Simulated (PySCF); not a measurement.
Computed structure and properties of [Eu(H2O)4]2+

System: [Eu(H2O)4]2+ (singlet in the valence; each metal's 4f electrons, 7 of them, lie in its core potential, out of spins and levels); start: displaced along the imaginary mode (S4). Method: PySCF 2.14.0, RKS PBE0, Eu lcecp-0-SVP with ECP53, O def2-SVP, H def2-SVP; non-relativistic Hamiltonian with scalar-relativistic core potentials where named; density fitting; no spin-orbit coupling.

Input of the relaxation:

```python
mol = gto.M(atom='''
Eu     0.00000     0.00000    -0.00000
O      1.44154     1.45971     1.45297
H      2.00894     1.16165     2.22425
H      1.59980     2.44424     1.34662
O     -1.44154    -1.45297     1.45971
H     -1.59980    -1.34662     2.44424
H     -2.00894    -2.22425     1.16165
O      1.44154    -1.45971    -1.45297
H      1.59980    -2.44424    -1.34662
H      2.00894    -1.16165    -2.22425
O     -1.44154     1.45297    -1.45971
H     -2.00894     2.22425    -1.16165
H     -1.59980     1.34662    -2.44424''',
    basis={'Eu': 'lcecp-0-SVP', 'O': 'def2-SVP', 'H': 'def2-SVP'},
    ecp={'Eu': 'lcecp-0-SVP'},
    charge=2, spin=0)
mf = dft.RKS(mol, xc='PBE0')
mf.grids.atom_grid = (50, 194)  # f atoms: unpruned, at least (60, 302)
mf = mf.density_fit()  # fitting sets: Eu AutoAux, O def2-universal-JKFIT, H def2-universal-JKFIT
mf.conv_tol = 1e-08; mf.max_cycle = 55
mf.kernel(dm0)  # dm0: converged density of the start geometry
# quasi-Newton relaxation in Cartesian coordinates to a largest gradient under 0.00045 Eh/bohr, steps kept in the point group
```

Run from Python with OMP_NUM_THREADS=2; the lines above give its settings. Where DIIS fails, smearing, a level shift and second-order steps follow.
It took 2.2 min on 2 threads of Arm Neoverse V1, with other jobs on the host, from the converged density of the start.

Course of the relaxation:

| step | energy above end (eV) | largest force component within the symmetry (eV/Å) |
| --- | --- | --- |
| 0 | 0.2458 | 1.476 |
| 1 | 0.0251 | 0.228 |
| 2 | 0.0202 | 0.031 |
| 3 | 0.0193 | 0.037 |
| 4 | 0.0171 | 0.164 |
| 5 | 0.0144 | 0.050 |
| 6 | 0.0112 | 0.098 |
| 7 | 0.0095 | 0.101 |
| 13 | 0.0010 | 0.027 |
| 14 | 0.0005 | 0.080 |
| 15 | 0.0003 | 0.038 |
| 16 | 0.0002 | 0.042 |
| 17 | 0.0000 | 0.017 |
| 18 | 0.0000 | 0.019 |
(The steps between are left out.)

Relaxed geometry (S4):

```xyz
13

Eu    0.0000    0.0000    0.0000
O     1.5083    1.4511    1.3907
H     2.3053    1.1911    1.8816
H     1.4377    2.4068    1.5518
O    -1.5083   -1.3907    1.4511
H    -1.4383   -1.5514    2.4066
H    -2.3047   -1.8821    1.1913
O     1.5083   -1.4511   -1.3907
H     1.4377   -2.4068   -1.5518
H     2.3053   -1.1911   -1.8816
O    -1.5083    1.3907   -1.4511
H    -2.3047    1.8821   -1.1913
H    -1.4383    1.5514   -2.4066
```

| contact | Å |
| --- | --- |
| Eu1–O2 (H2O) | 2.513 |
| Eu1–O5 (H2O) | 2.513 |
| Eu1–O8 (H2O) | 2.513 |
| Eu1–O11 (H2O) | 2.513 |

On the finer grid (75, 302):

| Item | Value |
| --- | --- |
| HOMO | not given (4f levels lie in the core) |
| LUMO | not given (4f levels lie in the core) |
| Dipole about the centre of mass | 0.00 D |
| Set of Mulliken populations of Eu1 outside the core potential | s 2.12, p 6.16, d 0.44, f 0.02 |
| D3(BJ) dispersion energy (not in the energies) | -0.162 eV |

| atom | Mulliken (e) | Löwdin (e) | spin (e) |
| --- | --- | --- | --- |
| Eu1 | 1.27 | 1.03 | 0.00 |
| O2 | -0.33 | -0.05 | 0.00 |
| H3 | 0.26 | 0.15 | 0.00 |
| H4 | 0.26 | 0.15 | 0.00 |
| O5 | -0.33 | -0.05 | 0.00 |
| H6 | 0.26 | 0.15 | 0.00 |
| H7 | 0.26 | 0.15 | 0.00 |
| O8 | -0.33 | -0.05 | 0.00 |
| H9 | 0.26 | 0.15 | 0.00 |
| H10 | 0.26 | 0.15 | 0.00 |
| O11 | -0.33 | -0.05 | 0.00 |
| H12 | 0.26 | 0.15 | 0.00 |
| H13 | 0.26 | 0.15 | 0.00 |

The 4f levels lie in the core potential and are missing. Their spin isn't counted.

On the grid (50, 194), as all that follows. Harmonic modes: a minimum within the noise of the softest modes; lowest 17 cm⁻¹ (negative: unstable), highest 3852 cm⁻¹, zero-point energy 2.661 eV.

Taking off one H2O (charge 0, singlet; the rest: singlet) in vacuum, both parts rigid, costs 1.80 eV; the small basis without counterpoise inflates it. Parting with an electron moved from the ligand to the metal can be far cheaper, even downhill.

Rigid scan of H2O along the line from its metal:

```
distance to O2 (Å)  energy (eV)
              2.21        0.332
              2.31        0.125
              2.41        0.027
              2.51        0.000
              2.61        0.020
              2.71        0.070
```

One start shape was tried, so this needn't be the lowest isomer.

An lcecp potential fixes the number of 4f electrons, so in runs with it no electron can move into or out of that shell.
